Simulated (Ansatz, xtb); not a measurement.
Relative energy of two isomers of C4H7ClN2Si

We compare I, `CC/C(C#N)=N\[SiH2]Cl`, a singlet, with II, `ClC[SiH2]n1ccnc1`, a singlet. Both are isolated molecules in the gas phase, relaxed with B3LYP/def2-SVP; each stands in its lowest conformer found.

Quicker runs give these differences E(II) − E(I): GFN2-xTB −5.4 kcal/mol; HF/STO-3G −0.9 kcal/mol (at GFN2-xTB geometries); r2SCAN-D4/def2-SVP +2.2 kcal/mol (at GFN2-xTB geometries).

**Question.** Which of the two would you expect CCSD(T)/def2-SVP + ΔMP2/def2-TZVPP electronic energies to favour?

**Answer.** Structure I; the calculation gives E(II) − E(I) = +11.7 kcal/mol.

The same difference at several levels:

```
                             level        geometry  E(II) − E(I) (kcal/mol)  departure from the last row (kcal/mol)  job, with rough time for the two
                          GFN2-xTB        GFN2-xTB                      −5.4                                   −17.1              optimisation, 0.43 s
                         HF/STO-3G        GFN2-xTB                      −0.9                                   −12.6              single point, 0.48 s
                r2SCAN-D4/def2-SVP        GFN2-xTB                      +2.2                                    −9.5               single point, 4.7 s
                    B3LYP/def2-SVP  B3LYP/def2-SVP                      +7.5                                    −4.2                optimisation, 87 s
                       HF/def2-SVP  B3LYP/def2-SVP                     +17.3                                    +5.6           part of the CCSD(T) run
                      MP2/def2-SVP  B3LYP/def2-SVP                     +12.8                                    +1.1           part of the CCSD(T) run
                  CCSD(T)/def2-SVP  B3LYP/def2-SVP                     +13.9                                    +2.2                      single point
CCSD(T)/def2-SVP + ΔMP2/def2-TZVPP  B3LYP/def2-SVP                     +11.7                                                     single point, 1.9 min
```

As drawn, II has 1 C–Cl, 1 C–Si, 4 C∷N, 1 C∷C in place of 3 C–C, 1 C≡N, 1 C=N, 1 Cl–Si (∷ is an aromatic bond). Structure I has no ring, II a 5-membered ring (with an aromatic ring).

GFN2-xTB, HF/STO-3G put the two in the other order. The largest departure from CCSD(T)/def2-SVP + ΔMP2/def2-TZVPP is that of GFN2-xTB, 17.1 kcal/mol. The last row adds to CCSD(T) the change of the MP2 difference between the two basis sets, here −2.2 kcal/mol.

With thermal terms from frequencies at re-optimised GFN2-xTB minima (ideal gas, soft modes damped towards free rotors, one conformer each, 298.15 K, 1 atm): the zero-point term adds +0.7 kcal/mol; ΔH is +11.4 and ΔG +13.2 kcal/mol.

The correlated steps freeze 16 core orbitals. Run with Ansatz 0.2.0, xtb 6.7.1; the last row on 4 threads of Arm Neoverse V1 on a shared host.
